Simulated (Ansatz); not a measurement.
Born–Oppenheimer molecular dynamics of FH3O3Si (8 atoms, charge 0, multiplicity 1). It goes on from the last frame of an earlier run, with new velocities.

Theory: RKS PBE0-D4/6-31G* (Ansatz).

| Item | Value |
| --- | --- |
| ensemble | NVE (velocity Verlet) |
| time step | 1 fs |
| steps asked | 150 |
| starting velocities drawn for | 100 K |
| masses | H 2.014 u |
| seed | 645526 |

First frame:

```xyz
8
Properties=species:S:1:pos:R:3
Si -0.343 0.123 -0.032
F 0.007 -0.578 1.333
O 1.097 0.639 -0.529
H 1.445 1.409 0.037
O -1.405 1.075 0.729
H -1.841 1.921 0.612
O -0.950 -1.114 -0.970
H -0.836 -1.930 -0.476
```

(1) How far do the bonds stretch over the last three quarters of this one trajectory? (Pairs bonded in most of those frames.)

Results:

(1) 
```
  bond  mean (Å)  spread (Å)  shortest  longest
Si1–F2     1.604       0.017      1.57     1.63
Si1–O3     1.646       0.031      1.59     1.70
Si1–O5     1.650       0.030      1.59     1.70
Si1–O7     1.639       0.023      1.60     1.67
 O3–H4     0.970       0.036      0.91     1.02
 O5–H6     0.967       0.011      0.94     0.98
 O7–H8     0.965       0.007      0.95     0.98
```

Mean temperature of the second half: 657 K. The conserved energy stayed within 0.63 meV per atom of its start (net change -0.47 meV per atom), so the integration is sound. The kinetic energy rose, since the run started high on the potential surface and went downhill. A run of 0.15 ps of so small a system gives no equilibrium averages.

Time of the run: 9.6 min on 1 thread of Arm Neoverse V1, on a shared host, peak memory 0.16 GiB.
